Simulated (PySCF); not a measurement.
C2H3O2, SMILES CC(=O)[O], multiplicity 2. Atoms are numbered in the order given.

```xyz
7

C     -0.0765    -1.3505     0.0000
C      0.0113     0.2928     0.0000
O      1.2075     0.6236     0.0000
O     -1.1143     0.7933     0.0000
H     -0.6464    -1.6057     0.9108
H      0.9379    -1.7774     0.0000
H     -0.6464    -1.6057    -0.9108
```
Charge 0, spin multiplicity 2.

Geometry: PBE-D3(BJ)/def2-SVP. The isomer is the one that the SMILES or the coordinates give; other isomers of the formula were not compared.

Two levels are set side by side: PBE/pcH-1 (PySCF) and B3LYP/pcH-1 (PySCF). Contact hyperfine couplings, same geometry. Differences are taken from unrounded values.

| quantity | PBE |
|---|---|
| A(iso) of 13C, atom C1 (MHz) | 135.4 |
| A(iso) of 13C, atom C2 (MHz) | -59.3 |
| A(iso) of 17O, atom O3 (MHz) | -14.2 |
| A(iso) of 17O, atom O4 (MHz) | -8.2 |
| A(iso) of 1H, atom H5 (MHz) | -3.7 |
| A(iso) of 1H, atom H6 (MHz) | -12.9 |
| A(iso) of 1H, atom H7 (MHz) | -3.7 |

Task: These are the PBE values. What does B3LYP give? (An estimate is asked for; the answer gives what the named calculation found.)

Result: 
```json
[
 {"quantity": "A(iso) of 13C, atom C1 (MHz)", "B3LYP": "139.8", "PBE minus B3LYP": "-4.3"},
 {"quantity": "A(iso) of 13C, atom C2 (MHz)", "B3LYP": "-84.1", "PBE minus B3LYP": "24.8"},
 {"quantity": "A(iso) of 17O, atom O3 (MHz)", "B3LYP": "-24.9", "PBE minus B3LYP": "10.7"},
 {"quantity": "A(iso) of 17O, atom O4 (MHz)", "B3LYP": "-11.8", "PBE minus B3LYP": "3.6"},
 {"quantity": "A(iso) of 1H, atom H5 (MHz)", "B3LYP": "-2.9", "PBE minus B3LYP": "-0.7"},
 {"quantity": "A(iso) of 1H, atom H6 (MHz)", "B3LYP": "-17.4", "PBE minus B3LYP": "4.5"},
 {"quantity": "A(iso) of 1H, atom H7 (MHz)", "B3LYP": "-2.9", "PBE minus B3LYP": "-0.7"}
]
```

Rough cost on one machine, each run with all the roots and properties that it gave: B3LYP against PBE within a factor of 2.
